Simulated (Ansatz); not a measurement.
Mulliken charges of ClH$_{5}$OSi$_{2}$, SMILES `O[SiH2][SiH2]Cl` from B3LYP/def2-TZVPP in Ansatz (PBE0-D4/def2-TZVP geometry).

| atom | x (Å) | y (Å) | z (Å) | charge (e) |
| --- | --- | --- | --- | --- |
| O1 | 0.354 | 0.047 | 1.904 | -0.391 |
| Si2 | 0.225 | 0.806 | 0.446 | 0.408 |
| Si3 | -0.518 | -0.798 | -1.088 | 0.347 |
| Cl4 | 0.932 | -2.244 | -1.336 | -0.256 |
| H5 | 0.754 | 0.527 | 2.630 | 0.184 |
| H6 | -0.752 | 1.934 | 0.494 | -0.091 |
| H7 | 1.531 | 1.369 | 0.000 | -0.082 |
| H8 | -1.762 | -1.472 | -0.639 | -0.057 |
| H9 | -0.763 | -0.168 | -2.412 | -0.062 |

**Question.** By hand: the dipole of these point charges (1 e Å = 4.8032 D).

**Answer.** Σ q r = (-0.236, 0.511, 0.027) e Å, of length 0.564 e Å = 2.71 D.

**Question.** How does the dipole of the full density compare? (Best estimate.)

**Answer.** The calculation gave: (-0.039, 0.408, 0.220) e Å, 2.23 D; the point charges give 1.22 times that, at 31° from its direction.

Point charges leave out the atoms' own dipoles, such as those of lone pairs, and Mulliken's split depends on the basis, so the two needn't agree.

B3LYP here is the variant with VWN-RPA as its local correlation; programs differ in this.
